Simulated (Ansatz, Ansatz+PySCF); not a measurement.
```yaml
atoms:
  - { symbol: Ag, position_ang: [0.0000, 0.0000, 0.0000] }
  - { symbol: F, position_ang: [0.0000, 0.0000, 1.9000] }
  - { symbol: F, position_ang: [0.0000, 0.0000, -1.9000] }
```

Basis set: def2-SVP (spherical functions, with the set's core potentials past Kr). Charge 0, multiplicity 2.

Computed with Ansatz (development build ahead of 0.2.0); each method stands on the lowest determinant of its kind that the runs found. Restricted functionals stand beside restricted open-shell atoms, which can lie above the unrestricted atoms usual in DFT and then raise those values.

The atomization energy at this shape (free ground-state atoms in the same class of orbitals less the molecule, no zero-point energy) of doublet AgF2:

```csv
method,atomization energy
PBE0 (unrestricted),5.20 eV
UHF,1.99 eV
ROHF,2.12 eV
```

Question: What does PBE0 (restricted open-shell) give?

Answer: 5.28 eV. Caution: no wide search was run, a lower solution can exist.
